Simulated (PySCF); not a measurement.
A thermochemical cycle for KF

CCSD(T) in PySCF with x2c-SVPall on every atom, spin-free X2C, for the lowest determinant that a PBE0 search found; no spin–orbit coupling. KF, a singlet (closed shell), has De = 4.14 eV to neutral atoms, and KF⁺, a doublet (π ↑), has De = 0.17 eV to K⁺ + F.

The adiabatic ionisation energy of KF, between the minima, is 8.10 eV.

Question: Which ionisation energy of the K atom does this level give?

Answer: IE(K) = IE(molecule) + De(ion) − De(neutral) = 8.10 + 0.17 − 4.14 = 4.13 eV; the measured value is 4.341 eV (NIST ASD).

Correlated steps freeze 6 core orbitals. Weak bonds: KF⁺. Basis-set superposition, not corrected here, can be much of De in a small basis, most of all at correlated wavefunction levels. For an ion De counts to the pair picked by the measured ionisation energies or electron affinities, which need not be the lowest pair at this level. Where the molecule has an RHF reference, its open-shell atoms are computed with UHF. States were picked by a PBE0 search and need not be the measured ground states.
